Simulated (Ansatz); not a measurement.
Basis-set extrapolation for `BSCB[SiH3]` (PBE0-D4/def2-TZVP geometry, frozen core, Ansatz 0.2.0). Multiplicity 1, RHF reference.

```json
{"": "HF", "def2-TZVPP": "-778.392051", "def2-QZVPP": "-778.416300"}
{"": "MP2 correlation", "def2-TZVPP": "-0.677804", "def2-QZVPP": "-0.726122"}
{"": "CCSD(T) correlation", "def2-TZVPP": "-0.782768", "def2-QZVPP": "not run"}
```

Energies in hartree. Use E(X) = E(∞) + A·exp(−7.88·√X) for Hartree–Fock and E(X) = E(∞) + B·X^(−2.97) for correlation, with X = 3 and 4, and add CCSD(T) minus MP2 of the smaller set to the MP2 limit.

Q: What is the CCSD(T) energy at the basis-set limit?

A: HF limit: -778.416300 + (-0.024249) × 0.13774 = -778.41964. MP2 limit: -0.726122 + (-0.048318) × 0.74074 = -0.76191. Higher-order term: -0.782768 − (-0.677804) = -0.10496. Total: -779.28651 hartree, 293.2 kJ/mol below CCSD(T)/def2-TZVPP.
